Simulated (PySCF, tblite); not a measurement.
Isomers of C3H11NOSi4. Computed values, GFN2-xTB/tblite, gas phase, harmonic and unscaled. This tight-binding method is rough: wavenumbers can miss measured ones by several per cent, in bad cases by 10 to 20. Modes of hydrogen on silicon can be 10 to 20 % off. One conformer each.

Electronic energies: PBE0/pcSseg-1 single points on the GFN2-xTB geometries (PySCF, gas phase).

```tsv
SMILES	electronic energy, lowest = 0 (kcal/mol)
C#CC[Si@@H]1[SiH2][Si@@H](N)[Si@@H]1O	33.8
C#CC[Si@@H]1[SiH2][Si@@H](N)[Si@H]1O	32.9
C#C[Si@@H]1O[SiH2]N(C)[Si@@H]1[SiH3]	0.0
```

Task: How do GFN2-xTB zero-point energies change the relative energies?

Result: 
```
                               SMILES  ZPE (kcal/mol)  of it from modes above 1550 cm⁻¹  electronic (kcal/mol)  with ZPE, lowest = 0 (kcal/mol)  lowest mode (cm⁻¹)  rings
 C#C[Si@@H]1O[SiH2]N(C)[Si@@H]1[SiH3]            77.7                              42.6                    0.0                              0.0                  31      1
 C#CC[Si@@H]1[SiH2][Si@@H](N)[Si@H]1O            78.8                              46.8                   32.9                             34.1                  35      1
C#CC[Si@@H]1[SiH2][Si@@H](N)[Si@@H]1O            78.7                              46.7                   33.8                             34.8                  24      1
```

The zero-point energies span 1.1 kcal/mol, from `C#C[Si@@H]1O[SiH2]N(C)[Si@@H]1[SiH3]` to `C#CC[Si@@H]1[SiH2][Si@@H](N)[Si@H]1O`. The order is unchanged.

Task: And how do the electronic energies of GFN2-xTB itself compare?

Result: `C#C[Si@@H]1O[SiH2]N(C)[Si@@H]1[SiH3]` 0.0; `C#CC[Si@@H]1[SiH2][Si@@H](N)[Si@H]1O` 86.2; `C#CC[Si@@H]1[SiH2][Si@@H](N)[Si@@H]1O` 87.6 kcal/mol, lowest = 0. Against the energies above, taken from the same isomer `C#C[Si@@H]1O[SiH2]N(C)[Si@@H]1[SiH3]`, the largest difference is 53.8 kcal/mol.
